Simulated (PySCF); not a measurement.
Compound: C₇H₈.
Bonds: C1–C2 (triple), C2–C3, C3–C4 (double), C4–C5, C5–C6, C6–C7, C4–C7. Hydrogens: H8 on C1; H9 on C3; H10, H11 on C5; H12, H13 on C6; H14, H15 on C7.

NICS is the negative of the GIAO shielding at a point without a nucleus: at the ring centre (0) and 1 Å above and below it (1); zz is the component along the ring normal. Level: GIAO PBE0/pcSseg-1 (PySCF, non-relativistic, gas phase) on the GFN2-xTB geometry, one conformer.

Ring bond lengths (Å), with Mayer bond orders in brackets: C4–C5 1.502 (1.04), C5–C6 1.541 (1.04), C6–C7 1.541 (1.04), C7–C4 1.502 (1.03).

Problem. What do the NICS probes read (ppm)?

Solution. 
| ring | type | NICS(0) | NICS(1), two faces | NICS(1)zz, two faces | rms pucker (Å) | centre to ring atoms, mean (Å) |
| --- | --- | --- | --- | --- | --- | --- |
| C4–C5–C6–C7 | 4-membered carbocycle; formal bonds all single | 4.2 | -0.3 / -0.3 | 2.9 / 2.9 | 0.00 | 1.08 |

Problem. What do they say, and how far can they be read as aromaticity?

Solution. 
- C4–C5–C6–C7: mean NICS(1)zz 2.9 ppm, near zero. C5, C6, C7 have four or more neighbours, so the value isn't read as a sign of a π ring current.

Problem. At the second NICS(1) probe listed for ring C4–C5–C6–C7, 1 Å off the ring, what do the in-plane components average?

Solution. The isotropic value is a third of the trace: (3 × -0.3 − (2.9))/2 = -1.9 ppm.

Problem. List the ring angles and the Hirshfeld charges of the ring atoms.

Solution. 
- C4–C5–C6–C7: C4 92.9° (+0.027 e), C5 88.6° (-0.070 e), C6 89.8° (-0.067 e), C7 88.7° (-0.070 e); sum 360.0° against 360° for a flat convex ring.
